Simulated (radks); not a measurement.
Q: F IV, 6 electrons, occupied as [He] 2s2 2p1 3p1 (not the ground configuration). All-electron calculation, scalar-relativistic Kohn-Sham, PBE, spin-polarised, spherical densities, finite nucleus; open shells are filled with parallel spins first; Fermi nuclear charge, rms radius 2.8976 fm. Program: a radial shooting solver on a logarithmic mesh with Libxc functionals. Some entries of the table are withheld. Estimate them.

| orbital | occ. | eigenvalue (eV) | <r^2> (bohr^2) | <r> (bohr) |
|---|---|---|---|---|
| 1s up | 1 | -763.5259 | (1) | 0.1760 |
| 1s down | 1 | -761.9348 | (2) | 0.1757 |
| 2s up | 1 | -105.6163 | 0.8347 | 0.8413 |
| 2s down | 1 | -101.9095 | 0.8507 | 0.8491 |
| 2p up | 1 | -88.2144 | 0.7409 | 0.7767 |
| 2p down | 0 | -84.2411 | 0.7617 | 0.7869 |
| 3p up | 1 | -27.5826 | 6.713 | 2.420 |

A: 
(1) 1s up <r^2> (bohr^2): 0.04177
(2) 1s down <r^2> (bohr^2): 0.04160
